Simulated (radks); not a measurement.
The numbers below are computed, except where a source is named.
The indium ion In2+, configuration [Kr] 4d9.5 5s1 5d0.5 (fractional occupations, a model configuration).

Level of theory: scalar-relativistic Kohn-Sham, BLYP, spin-unpolarised, spherical densities, finite nucleus; Fermi nuclear charge, rms radius 4.6156 fm (a radial shooting solver on a logarithmic mesh with Libxc functionals).

Energy parts (hartree):
part                        energy
total                  -5880.65264
kinetic                 6129.46728
electron-nucleus      -14178.87522
Hartree                 2328.15288
exchange-correlation    -159.39758

Orbitals (lengths in bohr, moments of r in powers of bohr; <r^-3> diverges for s and p1/2; r(90%) holds 90 % of the orbital's charge):
orbital  occ.  eigenvalue (hartree)   <1/r>   <r^-3>  r(90%)
1s          2             -1020.925   51.85        -  0.0534
2s          2             -153.5977   11.82        -   0.199
2p          6             -137.9688   11.38     4375   0.183
3s          2             -29.83094   4.181        -   0.513
3p          6             -24.71315   3.982    800.8   0.522
3d         10             -16.76261   3.754    110.0   0.512
4s          2              -5.23776   1.638        -    1.23
4p          6              -3.70693   1.484    141.7    1.35
4d        9.5              -1.49865   1.164    12.93    1.78
4f          0              -0.18943  0.2005  0.02045    8.87
5s          1              -0.96166  0.5660        -    3.30
5p          0              -0.67054  0.4649    13.79    4.01
5d        0.5              -0.34039  0.3012   0.8535    6.17
6s          0              -0.35475  0.2541        -    7.20

The highest occupied level is 5d at -9.263 eV. The configuration is held as typed, so some empty levels lie below it. Summed over all electrons, <r^2> = 40.48 bohr^2, which gives a Langevin (diamagnetic) susceptibility term of -32.1 x 10^-6 cm^3/mol. The density falls to 0.001 e/bohr^3 at r = 4.01 bohr. The electron density at the nucleus is 1.796e+05 e/bohr^3 (large components only).
